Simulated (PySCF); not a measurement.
C5H13NSe (SMILES CC(C)[Se]N(C)C), singlet, at a GFN2-xTB geometry, atoms displaced at random by about 0.08 Å a coordinate; PBE0/STO-3G, gradient in PySCF.

Input for PySCF:
```python
from pyscf import gto, scf, dft

mol = gto.Mole()
mol.atom = '''
    Se    0.255524    0.545701    0.616612
    C    -1.692887    0.474432    0.061642
    C    -2.224416   -0.946977    0.244400
    C    -1.550748    0.976979   -1.472506
    H    -2.101859    1.345404    0.489815
    H    -3.340578   -1.018598   -0.170660
    H    -1.588769   -1.529123   -0.342089
    H    -2.154703   -1.162314    1.368269
    H    -1.071418    1.928179   -1.724695
    H    -2.635884    0.892644   -1.896434
    H    -1.147159    0.264227   -2.119247
    N     0.900551   -0.743511   -0.583816
    C     1.499272   -1.993134    0.259336
    C     2.065680   -0.044992   -1.359055
    H     1.511361   -2.654310   -0.504710
    H     2.465355   -1.650408    0.723183
    H     0.529533   -2.160698    0.908537
    H     2.819971   -0.125958   -0.814781
    H     2.043604   -0.913198   -2.168602
    H     1.617296    0.673733   -1.613549
'''
mol.basis = 'sto-3g'
mol.charge = 0
mol.spin = 0
mol.verbose = 4
mol.build()

mf = dft.RKS(mol)
mf.xc = 'pbe0'
mf.grids.level = 0
mf.kernel()
g = mf.nuc_grad_method()
g.grid_response = True
grad = g.kernel()
```

Question: What does PySCF print? Leave out banner, timings and long lists.

Answer: 
```
PySCF version 2.14.0

[INPUT] verbose = 4
[INPUT] num. atoms = 20
[INPUT] num. electrons = 84
[INPUT] charge = 0
[INPUT] spin (= nelec alpha-beta = 2S) = 0
[INPUT] symmetry False subgroup None
[INPUT] Mole.unit = angstrom
[INPUT] Symbol           X                Y                Z      unit          X                Y                Z       unit  Magmom
[...]
nuclear repulsion = 581.828033162166
number of shells = 39
number of NR pGTOs = 183
number of NR cGTOs = 61
basis = sto-3g
ecp = {}

******** <class 'pyscf.dft.rks.RKS'> ********
method = RKS
initial guess = minao
damping factor = 0
level_shift factor = 0
DIIS = <class 'pyscf.scf.diis.CDIIS'>
diis_start_cycle = 1
diis_space = 8
diis_damp = 0
SCF conv_tol = 1e-09
SCF conv_tol_grad = None
SCF max_cycles = 50
direct_scf = True
direct_scf_tol = 1e-13
XC library pyscf.dft.libxc version 7.1.2
    S. Lehtola, C. Steigemann, M. J. T. Oliveira, and M. A. L. Marques,  SoftwareX 7, 1–5 (2018)
XC functionals = pbe0
    C. Adamo and V. Barone,  J. Chem. Phys. 110, 6158 (1999)
    M. Ernzerhof and G. E. Scuseria,  J. Chem. Phys. 110, 5029 (1999)
radial grids:
    Treutler-Ahlrichs [JCP 102, 346 (1995); DOI:10.1063/1.469408] (M4) radial grids

becke partition: Becke, JCP 88, 2547 (1988); DOI:10.1063/1.454033
pruning grids: <function nwchem_prune>
grids dens level: 0
symmetrized grids: False
atomic radii adjust function: <function treutler_atomic_radii_adjust>
small_rho_cutoff = 0
Set gradient conv threshold to 3.16228e-05
Initial guess from minao.
tot grids = 17000
init E= -2621.47262583836
[...]
cycle= 1 E= -2624.10286508687  delta_E= -2.63  |g|= 0.48  |ddm|= 5.33
[...]
cycle= 2 E= -2624.18440519206  delta_E= -0.0815  |g|= 0.361  |ddm|= 1.86
[...]
cycle= 3 E= -2624.23733120204  delta_E= -0.0529  |g|= 0.107  |ddm|= 0.76
[...]
cycle= 4 E= -2624.24095224826  delta_E= -0.00362  |g|= 0.0164  |ddm|= 0.167
[...]
cycle= 5 E= -2624.24103470219  delta_E= -8.25e-05  |g|= 0.00658  |ddm|= 0.0351
[...]
cycle= 6 E= -2624.24104893022  delta_E= -1.42e-05  |g|= 0.00197  |ddm|= 0.0121
[...]
cycle= 7 E= -2624.24105009746  delta_E= -1.17e-06  |g|= 0.000687  |ddm|= 0.00354
[...]
cycle= 8 E= -2624.24105024153  delta_E= -1.44e-07  |g|= 8.96e-05  |ddm|= 0.00085
[...]
cycle= 9 E= -2624.24105024431  delta_E= -2.77e-09  |g|= 3.47e-05  |ddm|= 0.0002
[...]
cycle= 10 E= -2624.24105024475  delta_E= -4.42e-10  |g|= 3.53e-06  |ddm|= 6.09e-05
[...]
Extra cycle  E= -2624.24105024475  delta_E=    0  |g|= 3.83e-06  |ddm|= 1.09e-05
converged SCF energy = -2624.24105024475

******** <class 'pyscf.grad.rks.Gradients'> for <class 'pyscf.dft.rks.RKS'> ********
unit = Eh/Bohr
grid_response = True
--------------- RKS gradients ---------------
         x                y                z
0 Se     0.0186317400    -0.0164109498    -0.0360882549
1 C    -0.0863568559    -0.0137653723     0.0793149888
2 C     0.0857059446    -0.0489806614    -0.0353859464
3 C     0.1035915612     0.0247880916    -0.0089354857
4 H     0.0304407480    -0.0186661628    -0.0379599613
5 H    -0.0553872850     0.0021262200    -0.0263829109
6 H    -0.0276188930     0.0406563286     0.0225654117
7 H     0.0073691570     0.0052132466     0.0370183148
8 H     0.0055397720    -0.0067833810    -0.0167919239
9 H    -0.0340561294    -0.0266535937    -0.0166665566
10 H    -0.0412489462     0.0413197962     0.0179263761
11 N    -0.0129206206     0.0210321402    -0.0201648408
12 C     0.0802583787    -0.1229392953    -0.0448364179
13 C     0.0715789219     0.3504854713     0.0482712401
14 H    -0.0219378792     0.0756637515     0.0546674718
15 H     0.0177804473     0.0223625463    -0.0019939619
16 H    -0.0623105415     0.0066119999     0.0126180816
17 H    -0.1738378767    -0.0101990741    -0.1060142506
18 H    -0.0261422190    -0.0591833075    -0.0201396961
19 H     0.1209205755    -0.2666777943     0.0989783219
----------------------------------------------
```
